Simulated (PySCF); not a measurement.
Chain-length series, n-germane amino/formyl (end groups after the name). Isolated molecules, 0 K electronic values unless said otherwise. One relaxed conformer stands for each flexible species; it need not be the lowest. Strings in code marks are SMILES.

Computed with PySCF with B3LYP-D3(BJ)/def2-TZVP // PBE0-D4/def2-SVP. B3LYP has the VWN-RPA correlation part, as in Gaussian. Delta-SCF ions had no search for a lower state. 

| species | HOMO (eV) | vertical ionisation energy (Delta-SCF) (eV) |
|---|---|---|
| n = 1 (`[NH2][GeH2][CH]=O`) | -6.56 | 8.89 |
| n = 2 (`[NH2][GeH2][GeH2][CH]=O`) | -6.71 | 8.76 |
| n = 3 (`[NH2][GeH2][GeH2][GeH2][CH]=O`) | -6.67 | 8.52 |
| n = 4 (`[NH2][GeH2][GeH2][GeH2][GeH2][CH]=O`) | -6.48 | 8.04 |
| n = 5 (`[NH2][GeH2][GeH2][GeH2][GeH2][GeH2][CH]=O`) | -6.46 | 7.89 |
| n = 6 (`[NH2][GeH2][GeH2][GeH2][GeH2][GeH2][GeH2][CH]=O`) | -6.45 | 7.77 |
